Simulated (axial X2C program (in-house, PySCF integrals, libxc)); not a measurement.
## Potential curves of ZrSi, two-component

Computed with an in-house relativistic program for diatomic molecules. Two-component (2c) means X2C with spin–orbit coupling and atomic mean-field two-electron Coulomb and Gaunt terms. Basis: Zr dyall-cv3z [11s12p9d6f3g], Si dyall-v3z [8s7p2d1f] (cores contracted in-house); Gaussian nuclei, density fitting, unrestricted open shells. Masses: Zr 89.905 u, Si 27.977 u.

State: Ω = 4 (⟨Sz⟩ = 2.00, ⟨Lz⟩ = 2.00 at PBE0). Energies in eV from the lowest point of each curve. Fits are polynomials in 1 − R0/R over 0.85 to 1.23 times the lowest point R0.

```json
{"R (Å)": "2.1950", "PBE0": "0.8147"}
{"R (Å)": "2.2959", "PBE0": "0.3396"}
{"R (Å)": "2.3716", "PBE0": "0.1339"}
{"R (Å)": "2.4473", "PBE0": "0.0279"}
{"R (Å)": "2.5230", "PBE0": "0.0000"}
{"R (Å)": "2.6113", "PBE0": "0.0428"}
{"R (Å)": "2.6996", "PBE0": "0.1454"}
{"R (Å)": "2.8131", "PBE0": "0.3370"}
{"R (Å)": "2.9519", "PBE0": "0.6241"}
{"R (Å)": "3.1538", "PBE0": "1.0726"}
```

Occupations by symmetry block were frozen at the best pattern of an incomplete PBE0 search. Density functionals use the spin component along the axis (collinear). PBE0 can misorder states that lie within some tenths of an eV, so this need not be the ground state of the molecule. The nearest other 2c determinant of the search, Ω = 2, lies 0.31 eV up at the distance of the search. The functionals have no current-density term, which raises determinants with orbital currents, atoms included. With several unpaired electrons one determinant need not be a pure state. Open-shell Ω = 0 determinants with evenly filled partner blocks cannot be reached by this program, so the Ω shown need not be the lowest component.

What are Re and ωe at the PBE0 level?

At PBE0, 2c: Re = 2.517 Å, ωe ≈ 370 cm⁻¹; Be follows as 0.125 cm⁻¹.
